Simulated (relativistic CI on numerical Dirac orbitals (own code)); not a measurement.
# Ga²⁺: sensitivity of the levels to the model

Base calculation: Dirac-Coulomb-Breit CI, separate exchange-only KLI orbitals for each configuration, QED by a radiative potential, valence Slater integrals scaled by 0.85, P86 correlation energy added to each configuration.

CI space (outside the closed core [Ar]): 3d10 4s, 3d10 4p, 3d10 4d, 3d10 4f, 3d9 4s2, 3d10 5s, 3d10 5p, 3d10 6s, 3d10 5d, 3d10 6p, 3d9 4s 4p, 3d10 5g, 3d10 5f, 3d10 7s, 3d10 6d, 3d9 4p2, 3d8 4s 4p2, 3d10 7p, 3d10 8s, 3d10 8p, 3d9 4p 4d. Levels of other configurations are missing.

Variants: (1) valence Slater integrals scaled by 0.75; (2) Breit term removed; (3) non-relativistic limit. Shifts of the energy above 3d10 4s 2S_1/2, in cm⁻¹, for the lowest level and the first level of each name with at least 55 % of one term (blank where a level changes its place among those of its configuration and J or its character, or is not in the variant):

```
            Level      Base     Δ(1)    Δ(2)     Δ(3)  Measured
   3d10 4s 2S_1/2       0.0      0.0     0.0      0.0       0.0
  3d10 4p 2P°_1/2   63373.8   -113.1   -31.6  -1755.8   65169.4
  3d10 4p 2P°_3/2   64898.0   -113.0    +6.3  -3280.0   66887.6
   3d9 4s2 2D_5/2  124146.5  +1061.1  -254.1  +9025.8  130395.6
   3d9 4s2 2D_3/2  127591.9  +1043.2   -20.3  +5580.3  133902.0
   3d10 5s 2S_1/2  136166.7   -186.8   +60.1  -2680.1  140746.8
   3d10 4d 2D_3/2  138634.0   -149.5   +80.3  -3296.9  144086.5
   3d10 4d 2D_5/2  138742.9   -150.6   +87.2  -3405.8  144200.3
  3d10 5p 2P°_1/2  155957.7   -152.2   +49.7  -3028.3  160765.6
  3d10 5p 2P°_3/2  156425.3   -150.4   +63.4  -3495.9  161304.4
3d9 4s 4p 4P°_5/2  175541.2  +1612.9  -249.8  +6921.5          
3d9 4s 4p 4P°_3/2  177707.0  +1554.3  -151.1  +4755.7          
3d9 4s 4p 4F°_7/2  179122.6  +1212.4  -222.9  +6106.7          
3d9 4s 4p 4F°_9/2  179248.9  +1262.1  -220.8  +5980.4
```

Correlation outside the listed configurations is missing or only estimated: errors of thousands of cm⁻¹ between configurations and terms are usual at this charge. Rates and lifetimes follow the computed energies and can be off by large factors. The fine structure of a lone outer electron comes out too small, for d and f at times inverted, and misplaced configurations move strength between like terms. 26 of the 26 excited levels that our extract of the measured tables holds in this range could be paired (the sources list more); they are missed by 4628 cm⁻¹ on average and 6310 at most, and levels without a partner can miss by more.

Measured levels: Shirai, Reader, Kramida and Sugar, J. Phys. Chem. Ref. Data 36, 509 (2007).

Ionisation energy from the two ground configurations alone: base 30.12 eV; Breit term removed 30.13 eV. The NIST ASD value (measured) is 30.7258 eV.
